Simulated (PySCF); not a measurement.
**Shieldings and the share of exact exchange**

Molecule: SMILES BN[SiH2]N, BH₇N₂Si.

Molfile (atoms numbered from 1):
```
BH7N2Si
     RDKit          3D

 11 10  0  0  0  0  0  0  0  0999 V2000
    2.0433    0.1412   -0.4860 B   0  0  0  0  0  0  0  0  0  0  0  0
    0.8763    0.2348    0.2834 N   0  0  0  0  0  0  0  0  0  0  0  0
   -0.6479   -0.6072    0.0284 Si  0  0  0  0  0  4  0  0  0  0  0  0
   -1.9384    0.5332    0.0470 N   0  0  0  0  0  0  0  0  0  0  0  0
    3.0207    0.7858   -0.1752 H   0  0  0  0  0  0  0  0  0  0  0  0
    2.0570   -0.5828   -1.4566 H   0  0  0  0  0  0  0  0  0  0  0  0
    0.8991    0.8662    1.0807 H   0  0  0  0  0  0  0  0  0  0  0  0
   -0.9549   -1.5446    1.1504 H   0  0  0  0  0  0  0  0  0  0  0  0
   -0.4423   -1.3716   -1.2362 H   0  0  0  0  0  0  0  0  0  0  0  0
   -2.8241    0.2953    0.4761 H   0  0  0  0  0  0  0  0  0  0  0  0
   -2.0523    1.2228   -0.6866 H   0  0  0  0  0  0  0  0  0  0  0  0
  1  2  1  0
  2  3  1  0
  3  4  1  0
  1  5  1  0
  1  6  1  0
  2  7  1  0
  3  8  1  0
  3  9  1  0
  4 10  1  0
  4 11  1  0
M  END
```

GIAO shieldings (ppm, equivalent atoms averaged) in PySCF 2.14 on the PBE0-D3(BJ)/def2-SVP geometry, basis pcSseg-2, gas phase, non-relativistic:

| functional | exact exchange (%) | σ(B1) | σ(N2) | σ(N4) | σ(Si3) |
| --- | --- | --- | --- | --- | --- |
| BLYP | 0 | 48.4 | 97.8 | 230.3 | 343.7 |
| BP86 | 0 | 50.6 | 103.0 | 233.6 | 350.7 |
| PBE | 0 | 49.5 | 101.6 | 233.9 | 350.9 |
| B3LYP | 20 | 52.1 | 107.8 | 234.7 | 356.6 |
| PBE0 | 25 | 54.4 | 114.1 | 239.0 | 367.4 |
| BHandHLYP | 50 | 58.0 | 120.9 | 239.9 | 376.7 |
| HF | 100 | 69.9 | 142.1 | 247.2 | 414.3 |

(1) Fit each shielding as a line in the percentage of exact exchange.

(2) What does the line predict for mPW1PW91 (25 %), and what does the run give?

## Answers

(1) σ(B1) = 49.1 + 0.20 x (rms 0.9 ppm); σ(N2) = 101.0 + 0.41 x (rms 1.9 ppm); σ(N4) = 232.9 + 0.15 x (rms 1.5 ppm); σ(Si3) = 347.7 + 0.65 x (rms 3.4 ppm). The functionals also differ in their semilocal parts, which the line can't hold; Hartree–Fock has no correlation at all.

(2) σ(B1): 54.1 predicted, 54.6 computed; σ(N2): 111.2 predicted, 114.6 computed; σ(N4): 236.7 predicted, 238.5 computed; σ(Si3): 363.9 predicted, 366.9 computed ppm.
